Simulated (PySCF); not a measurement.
Isomers of C4H14N2Si2, one GFN2-xTB conformer each. Single-point energies are computed at PBE0/pcSseg-1 (PySCF, gas phase, no added dispersion term), electronic only.

Question: Rank them by PBE0/pcSseg-1 energy, lowest first (kJ/mol).
A. `[SiH3:1][C@H:2]1[CH2:3][CH2:4][CH2:5][NH:6][N:7]1[SiH3:8]` with Si1–C2–C3–C4 66°, C2–C3–C4–C5 51°, C3–C4–C5–N6 -54°, C4–C5–N6–N7 64°
B. `[NH2:1][SiH2:2][SiH2:3][NH:4][CH:5]1[CH2:6][CH2:7][CH2:8]1` with H–N1–Si2–Si3 38° and 177°, N1–Si2–Si3–N4 80°, Si2–Si3–N4–C5 178°, Si3–N4–C5–C6 160°, N4–C5–C6–C7 134°, C5–C6–C7–C8 -12°, C6–C7–C8–C5 12°, N4–C5–C8–C7 -133°

Answer: B (0.0), A (130.6).

As drawn, the lower has a four-membered ring and an Si–Si bond, which the higher lacks; the higher has an N–N linkage and an Si–C bond, which the lower lacks. GFN2-xTB itself gives, in the same order: 0.0, 14.8. Both levels put the same isomer lowest.

Question: Which frontier levels, dipoles and rotational constants go with these structures?

Answer: 
```tsv
SMILES	HOMO (eV, PBE0/pcSseg-1)	LUMO (eV)	dipole (D)	A, B, C (MHz)
N[SiH2][SiH2]NC1CCC1	-6.48	-0.18	0.58	3804, 525.8, 499.7
[SiH3][C@H]1CCCNN1[SiH3]	-5.91	0.42	1.75	1806, 1211, 959.7
```
